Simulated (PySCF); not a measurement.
PBE on C⁻ (carbon, charge -1), [He] 2s2 2p3, high-spin 4S determinant. Calculation: PySCF 2.14, in aug-cc-pVTZ with one added diffuse shell each of s, p, d, f type (6s5p4d3f, 62 functions); no relativity, point nucleus.

```
cycle= 1 E= -37.6945996065702  delta_E= 0.152  |g|= 0.356  |ddm|= 1.29
cycle= 2 E= -37.579857332555  delta_E= 0.115  |g|= 0.595  |ddm|= 2.32
cycle= 3 E= -37.8100496986352  delta_E= -0.23  |g|= 0.195  |ddm|=  1.2
cycle= 4 E= -37.8532042501236  delta_E= -0.0432  |g|= 0.0504  |ddm|= 0.639
cycle= 5 E= -37.8542594036942  delta_E= -0.00106  |g|= 0.0333  |ddm|= 0.0658
cycle= 6 E= -37.8555872951244  delta_E= -0.00133  |g|= 0.00153  |ddm|= 0.108
cycle= 7 E= -37.8555894806285  delta_E= -2.19e-06  |g|= 0.000404  |ddm|= 0.0148
cycle= 8 E= -37.8555899025597  delta_E= -4.22e-07  |g|= 1.8e-05  |ddm|= 0.00351
cycle= 9 E= -37.8555899026728  delta_E= -1.13e-10  |g|= 1.03e-05  |ddm|= 6.34e-05
converged SCF energy = -37.8555899026728  <S^2> = 3.7525728  2S+1 = 4.0012862
```

Highest occupied orbital energy: 1.534 eV; ⟨L²⟩ = 0.00; populations by l: s 4.00, p 3.00, d 0.00, f 0.00.

Q: Can this result be used?

A: With care. The run converged. At PBE the highest occupied level has a positive energy, so only the finite basis holds that electron; in a semilocal or global hybrid functional this comes from self-interaction and does not mean that the real anion is unbound.
